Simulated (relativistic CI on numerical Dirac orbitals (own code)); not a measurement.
# Electric-dipole lines of Pb XXXII

These numbers are calculated, not measured: Dirac-Coulomb-Breit CI, KLI orbitals optimised for each configuration, model QED (radiative potential, 1s self-energy scaled to tabulated hydrogen-like ionisation energies), unscaled Slater integrals (own radial code, finite nucleus).

Configuration list (outside the closed core [Ar] 3d10): 4s²4p⁶4d¹⁰4f⁵, 4s²4p⁶4d⁹4f⁶, 4s²4p⁶4d¹⁰4f⁴5s, 4s²4p⁶4d¹⁰4f⁴5p, 4s²4p⁶4d¹⁰4f³5s², 4s²4p⁵4d¹⁰4f⁶, 4s²4p⁶4d¹⁰4f³5s5p, 4s²4p⁶4d¹⁰4f⁴5d, 4s²4p⁶4d¹⁰4f³5p², 4s²4p⁶4d¹⁰4f³5s5d, 4s4p⁶4d¹⁰4f⁶, 4s²4p⁶4d¹⁰4f⁴6p, 4p⁶4d¹⁰4f⁷. Levels of other configurations are missing.

```
λ vac (nm)                        Lower                        Upper   A (s⁻¹)        gf  Branching (%)
    5.4691     4s²4p⁶4d¹⁰4f⁵ ⁶F°3/2 [4]  4s²4p⁶4d¹⁰4f⁴5s ²D3/2 [393]  5.11e+04  9.17e-08            0.6
    5.4860     4s²4p⁶4d¹⁰4f⁵ ⁶F°5/2 [3]  4s²4p⁶4d¹⁰4f⁴5s ⁴F5/2 [390]  7.47e+04  2.02e-07            0.9
    5.5090     4s²4p⁶4d¹⁰4f⁵ ⁶H°5/2 [1]  4s²4p⁶4d¹⁰4f⁴5s ²G7/2 [373]  7.34e+04  2.67e-07            1.2
    5.5220     4s²4p⁶4d¹⁰4f⁵ ⁶F°1/2 [6]  4s²4p⁶4d¹⁰4f⁴5s ²P3/2 [388]  4.39e+04  8.03e-08            0.6
    6.1790     4s²4p⁶4d¹⁰4f⁵ ⁶F°5/2 [3]  4s²4p⁶4d¹⁰4f⁴5s ⁴P3/2 [250]  5.01e+04  1.15e-07            2.3
    6.2280  4s²4p⁶4d¹⁰4f⁵ ²H°11/2 [141]  4s²4p⁶4d¹⁰4f⁴5s ²H9/2 [397]  5.23e+05  3.04e-06            5.5
    6.2346     4s²4p⁶4d¹⁰4f⁵ ⁶F°5/2 [3]  4s²4p⁶4d¹⁰4f⁴5s ⁶G7/2 [235]  2.99e+04  1.39e-07            2.3
    6.2591     4s²4p⁶4d¹⁰4f⁵ ⁶H°7/2 [2]  4s²4p⁶4d¹⁰4f⁴5s ²G9/2 [228]  1.91e+04  1.12e-07            0.9
    6.2934     4s²4p⁶4d¹⁰4f⁵ ⁶F°3/2 [4]  4s²4p⁶4d¹⁰4f⁴5s ⁶D1/2 [231]  1.82e+05  2.17e-07           15.8
    6.5014     4s²4p⁶4d¹⁰4f⁵ ⁶H°9/2 [5]  4s²4p⁶4d¹⁰4f⁴5s ⁴G9/2 [210]  6.86e+04  4.35e-07            5.5
```

Terms are leading LS components. Brackets give the number of a level in order of energy, since labels repeat. The list gives strong lines, with weight on those to low levels, without lines whose two gauges differ by over a factor of 2.5, among the lowest 400 of 9793 levels, so that lines to higher ones, which can be the strongest, are missing. Levels whose partners in the same complex of configurations lie outside the list can be far off, and so can their lines. Rates are taken at the computed energies, electric ones in the length gauge.

At this charge energies of transitions that change n are usually good to better than 1 %, and those within a shell (Δn = 0) to a few per cent. Terms inside the open d or f shell come out 10 to 20 % too wide with unscaled integrals.

LS names give the leading component of a level, which can be under half, so a name can repeat, a term be missing and a line seem to break the LS rules.
